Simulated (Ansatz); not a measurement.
Basis-set series for C₂H₂ClFOZr (`C#[C][Zr]([OH])([F])[Cl]`). Charge 0, multiplicity 1. Zr: def2 effective core potential. All single points use the PBE0-D4/def2-TZVP geometry. It is one conformer, not always the lowest.

```json
{"functional": "PBE0-D4", "basis": "def2-SVP", "functions": "115", "energy (Eh)": "-759.14433", "HOMO (eV)": "-8.31", "LUMO (eV)": "-1.88"}
{"functional": "PBE0-D4", "basis": "def2-QZVPP", "functions": "439", "energy (Eh)": "-759.64555", "HOMO (eV)": "-8.37", "LUMO (eV)": "-2.02"}
{"functional": "ωB97M-V", "basis": "def2-SVP", "functions": "115", "energy (Eh)": "-759.39538", "HOMO (eV)": "-10.51", "LUMO (eV)": "0.20"}
{"functional": "ωB97M-V", "basis": "def2-QZVPP", "functions": "439", "energy (Eh)": "-759.90094", "HOMO (eV)": "-10.59", "LUMO (eV)": "0.01"}
```

Task: Give the rows for def2-TZVPP. (Estimate.)

Result: Ansatz gave: 
| functional | basis | functions | energy (Eh) | HOMO (eV) | LUMO (eV) |
| --- | --- | --- | --- | --- | --- |
| PBE0-D4 | def2-TZVPP | 250 | -759.61531 | -8.36 | -2.00 |
| ωB97M-V | def2-TZVPP | 250 | -759.87257 | -10.58 | 0.04 |

Positive LUMOs are unbound and depend on the basis.
